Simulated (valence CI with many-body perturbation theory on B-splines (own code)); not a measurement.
E1 line list for Yb65+

Computed by relativistic CI+MBPT: three valence electrons over a frozen Dirac-Fock core [He], radial functions for each j: 11 s, 11 p, 10 d, 8 f, 5 g, 2 h, with the one-electron correlation potential Σ1 (screened to all orders), the two-electron term Σ2, the three-electron term Σ3, Breit, model QED; selected single and double excitations, second order for the rest, scaled by the run's own slope (own B-spline code, finite nucleus).

The last digits are not significant, and no measured levels were compared; by estimate large intervals hold to a few tenths of a per cent, small ones and those within an open d or f shell to about a per cent.

Lines 101 to 150 of 576 in falling wavelength, among levels below 13528 eV, chosen from the strongest by gf and those to the six lowest levels. Wavelengths and rates use the calculated energies. Electric multipoles are in the length gauge, E1 and E2 with the static RPA response of the core. Weak lines are less certain than strong ones. Lines between different terms over intervals too small for the method are left out, as are lines whose strength nearly cancels.

Levels are named by their leading jj configuration (3d3/2^4 stands for four electrons in 3d with j = 3/2), which in mixed levels can hold well under half, so a name can repeat and another be missing. Letters in brackets count levels of one name in rising energy.

```tsv
λ vac (nm)	Upper	Lower	A (s⁻¹)	log gf	Branch %
3.119	(2s 2p3/2 3d3/2) J=1/2 [b]	(2s 2p3/2 3p1/2) J=1/2	3.91e+11	-0.94	0.0
3.098	(2p1/2 2p3/2 3d3/2) J=1/2 [a]	(2p1/2 2p3/2 3p1/2) J=1/2	4.13e+11	-0.92	0.2
3.097	(2s 2p3/2 3p3/2) J=5/2 [b]	(2s 2p3/2 3s) J=3/2 [b]	7.12e+11	-0.21	0.3
3.091	(2p1/2 2p3/2 3p3/2) J=5/2 [a]	(2p1/2 2p3/2 3s) J=3/2 [a]	5.34e+11	-0.34	0.1
3.091	(2s 2p1/2 3p3/2) J=1/2	(2s 2p1/2 3s) J=1/2 [b]	6.47e+11	-0.73	0.1
3.084	(2p1/2 2p3/2 3p3/2) J=7/2	(2p1/2 2p3/2 3s) J=5/2	6.27e+11	-0.15	0.2
3.080	(2p1/2 2p3/2 3p3/2) J=3/2 [a]	(2p1/2 2p3/2 3s) J=1/2	1.91e+11	-0.96	0.0
3.061	(2p3/2^2 3p3/2) J=3/2 [b]	(2p3/2^2 3s) J=1/2	7.02e+11	-0.40	0.2
3.059	(2s 2p3/2 3p3/2) J=7/2	(2s 2p3/2 3s) J=5/2	7.65e+11	-0.07	24.6
3.038	(2p1/2 2p3/2 3d3/2) J=5/2 [b]	(2p1/2 2p3/2 3p1/2) J=5/2	1.88e+11	-0.81	0.0
3.037	(2p1/2 2p3/2 3p3/2) J=3/2 [b]	(2p1/2 2p3/2 3s) J=3/2 [b]	3.24e+11	-0.75	0.1
3.025	(2s 2p3/2 3p3/2) J=5/2 [a]	(2s 2p3/2 3s) J=3/2 [a]	3.59e+11	-0.53	0.1
3.018	(2s 2p1/2 3d3/2) J=3/2 [b]	(2s 2p1/2 3p1/2) J=3/2	2.30e+11	-0.90	0.0
2.989	(2s 2p3/2 3p3/2) J=1/2 [a]	(2s 2p3/2 3s) J=3/2 [a]	7.41e+11	-0.70	0.1
2.978	(2s 2p1/2 3p3/2) J=3/2 [a]	(2s 2p1/2 3s) J=1/2 [a]	7.73e+11	-0.39	0.5
2.973	(2s 2p3/2 3p3/2) J=3/2 [a]	(2s 2p3/2 3s) J=5/2	1.82e+11	-1.02	0.1
2.971	(2p1/2^2 3p3/2) J=3/2	(2p1/2^2 3s) J=1/2	7.20e+11	-0.42	0.2
2.968	(2s 2p3/2 3p3/2) J=3/2 [b]	(2s 2p3/2 3s) J=3/2 [b]	3.74e+11	-0.70	0.2
2.965	(2s^2 3p3/2) J=3/2	(2s^2 3s) J=1/2	8.47e+11	-0.35	6.8
2.954	(2p1/2 2p3/2 3p3/2) J=5/2 [b]	(2p1/2 2p3/2 3s) J=3/2 [b]	3.80e+11	-0.53	0.1
2.941	(2s 2p1/2 3p3/2) J=5/2	(2s 2p1/2 3s) J=3/2	7.79e+11	-0.22	1.4
2.926	(2s 2p3/2 3p3/2) J=3/2 [b]	(2s 2p3/2 3s) J=1/2	5.09e+11	-0.58	0.2
2.923	(2s 2p1/2 3p3/2) J=3/2 [b]	(2s 2p1/2 3s) J=3/2	4.11e+11	-0.68	0.1
2.921	(2p1/2 2p3/2 3p3/2) J=3/2 [b]	(2p1/2 2p3/2 3s) J=1/2	2.41e+11	-0.91	0.1
2.900	(2s 2p3/2 3p3/2) J=1/2 [b]	(2s 2p3/2 3s) J=1/2	7.21e+11	-0.74	4.8
2.896	(2p1/2 2p3/2 3p3/2) J=5/2 [b]	(2p1/2 2p3/2 3s) J=5/2	4.07e+11	-0.51	0.1
2.858	(2p1/2 2p3/2 3p3/2) J=3/2 [b]	(2p1/2 2p3/2 3s) J=3/2 [a]	2.38e+11	-0.93	0.1
2.858	(2p3/2^2 3p3/2) J=3/2 [a]	(2p3/2^2 3s) J=3/2	7.22e+11	-0.45	0.2
2.848	(2s 2p3/2 3p3/2) J=5/2 [a]	(2s 2p3/2 3s) J=5/2	5.25e+11	-0.42	0.2
2.818	(2p1/2 2p3/2 3p3/2) J=1/2 [b]	(2p1/2 2p3/2 3s) J=3/2 [b]	8.02e+11	-0.72	0.2
2.787	(2p3/2^2 3p3/2) J=3/2 [a]	(2p3/2^2 3s) J=5/2	1.96e+11	-1.04	0.1
0.9510	(2p3/2^2 3p3/2) J=5/2	(2s 2p3/2 3p3/2) J=3/2 [b]	2.56e+12	-0.68	0.7
0.9499	(2p3/2^2 3d5/2) J=7/2	(2s 2p3/2 3d5/2) J=5/2 [b]	1.53e+12	-0.78	9.2
0.9469	(2s 2p1/2 2p3/2) J=3/2 [a]	(2s^2 2p1/2) J=1/2	5.42e+10	-2.54	87.1
0.9416	(2p3/2^2 3d5/2) J=1/2	(2s 2p3/2 3d5/2) J=3/2 [b]	3.30e+12	-1.06	0.4
0.9386	(2p3/2^2 3p3/2) J=7/2	(2s 2p3/2 3p3/2) J=5/2 [b]	4.48e+12	-0.32	1.2
0.9385	(2p3/2^2 3d5/2) J=7/2	(2s 2p3/2 3d5/2) J=7/2 [b]	1.27e+12	-0.87	7.6
0.9385	(2p3/2^2 3p3/2) J=5/2	(2s 2p3/2 3p3/2) J=5/2 [b]	1.03e+12	-1.09	0.3
0.9381	(2p3/2^2 3d5/2) J=9/2	(2s 2p3/2 3d5/2) J=7/2 [b]	3.87e+12	-0.29	24.1
0.9358	(2p3/2^2 3d3/2) J=1/2	(2s 2p3/2 3d3/2) J=1/2 [b]	3.39e+12	-1.05	0.2
0.9350	(2p3/2^2 3s) J=5/2	(2s 2p3/2 3s) J=3/2 [b]	4.02e+12	-0.50	4.5
0.9342	(2s 2p3/2^2) J=5/2	(2s^2 2p3/2) J=3/2	1.52e+12	-0.92	98.8
0.9329	(2p3/2^2 3d3/2) J=5/2	(2s 2p3/2 3d3/2) J=5/2 [b]	1.34e+12	-0.98	0.1
0.9326	(2p3/2^2 3d3/2) J=7/2	(2s 2p3/2 3d3/2) J=5/2 [b]	3.57e+12	-0.43	0.3
0.9319	(2p3/2^2 3p1/2) J=3/2	(2s 2p3/2 3p1/2) J=1/2	3.76e+12	-0.71	0.7
0.9314	(2p3/2^2 3p1/2) J=5/2	(2s 2p3/2 3p1/2) J=3/2 [b]	4.37e+12	-0.47	0.8
0.9273	(2p3/2^2 3s) J=3/2	(2s 2p3/2 3s) J=3/2 [b]	1.69e+12	-1.06	0.7
0.9270	(2p3/2^2 3d3/2) J=3/2 [a]	(2s 2p3/2 3d3/2) J=3/2 [b]	2.38e+12	-0.91	0.2
0.9257	(2p3/2^2 3d3/2) J=5/2	(2s 2p3/2 3d3/2) J=3/2 [b]	2.63e+12	-0.69	0.2
0.9242	(2p3/2^2 3d5/2) J=5/2 [a]	(2s 2p3/2 3d5/2) J=3/2 [b]	2.20e+12	-0.77	0.1
```
